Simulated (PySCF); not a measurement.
Working out the ionisation energy of As⁺

As⁺ [Ar] 3d10 4s2 4p2 (3P) → As²⁺ [Ar] 3d10 4s2 4p1 (2P). Computed with PySCF 2.14 in ANO-RCC-VTZP, with the spin-free X2C one-electron Hamiltonian (Gaussian nucleus). Frozen: [Ne]. Energies in hartree (1 hartree = 27.21139 eV):

```json
{"part": "UHF", "As⁺ (lower)": "-2258.672289", "As²⁺ (upper)": "-2258.011264"}
{"part": "MP2 opposite-spin", "As⁺ (lower)": "-0.091149", "As²⁺ (upper)": "-0.082575"}
{"part": "MP2 same-spin", "As⁺ (lower)": "-0.037510", "As²⁺ (upper)": "-0.029300"}
```

What does Hartree-Fock give?

(-2258.011264) − (-2258.672289) = 0.661025 hartree = 17.987 eV.

What do MP2 and SCS-MP2 (6/5 opposite-spin, 1/3 same-spin) give?

The opposite-spin parts differ by 0.233 eV and the same-spin parts by 0.223 eV. MP2: 17.987 + (0.233) + (0.223) = 18.443 eV. SCS-MP2: 17.987 + 1.2 × (0.233) + (0.223)/3 = 18.341 eV.

A first-order spin-orbit estimate adds -0.034 eV to MP2 (valence and next inner shell), giving 18.409 eV against 18.589 eV (measured; NIST Atomic Spectra Database, ionization energies).

What remains against the reference includes basis incompleteness, the frozen core and correlation beyond second order.
